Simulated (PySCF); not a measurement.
PySCF job for C₃H₇BN₂, SMILES B1(N)NCC1=C, KT2/pcSseg-1. Geometry optimised at PBE-D3(BJ)/def2-SVP. The structure was generated by enumeration, and PubChem lists no compound with its InChIKey, so it may never have been made. Other conformers were not sampled.

```python
import numpy as np
from pyscf import gto, scf, dft
from pyscf.prop.nmr import rks as nmr

mol = gto.M(
    atom='''
    C     1.28174828   -1.71944741    0.00000000
    C     0.32484926   -0.77836893   -0.00000000
    C    -1.20808941   -0.90746225   -0.00000000
    N    -1.33007199    0.55932881    0.00000000
    B     0.08586040    0.79252274    0.00000000
    N     0.87918319    1.95988761    0.00000000
    H     2.35144697   -1.45003209   -0.00000001
    H     1.04812906   -2.79925316   -0.00000001
    H    -1.62812960   -1.41059246   -0.90401028
    H    -1.62812959   -1.41059246    0.90401028
    H    -2.20561022    1.07928244    0.00000000
    H     1.89579280    1.91973461   -0.00000001
    H     0.50237146    2.90599605   -0.00000000
    ''',
    basis='pcSseg-1',
    charge=0,
    spin=0,
    max_memory=1600,
    verbose=3,
)
mf = dft.RKS(mol, xc='kt2')
mf.grids.level = 3
mf.conv_tol = 1e-10
mf.max_cycle = 100
mf.kernel()
n = nmr.NMR(mf)
n.verbose = 2
n.max_cycle_cphf = 60
sigma = n.kernel()
print('atom   isotropic/ppm   span/ppm')
for i, s in enumerate(sigma):
    w = np.linalg.eigvalsh((s + s.T) / 2)
    print(f'{mol.atom_symbol(i):2s}{i + 1:3d} {w.mean():14.3f} {w[2] - w[0]:11.3f}')
```

Output:

```
converged SCF energy = -257.239272942607
atom   isotropic/ppm   span/ppm
C   1         72.253     178.606
C   2         31.558     200.140
C   3        123.523      35.641
N   4        172.688     103.114
B   5         78.723      53.735
N   6        207.555      83.236
H   7         25.729       5.208
H   8         25.811       5.757
H   9         26.885       7.353
H  10         26.885       7.353
H  11         28.278      13.345
H  12         28.779      13.798
H  13         28.946      14.476
```

The calculation finished and met its thresholds.

Cost: around 30 core-seconds (rough).
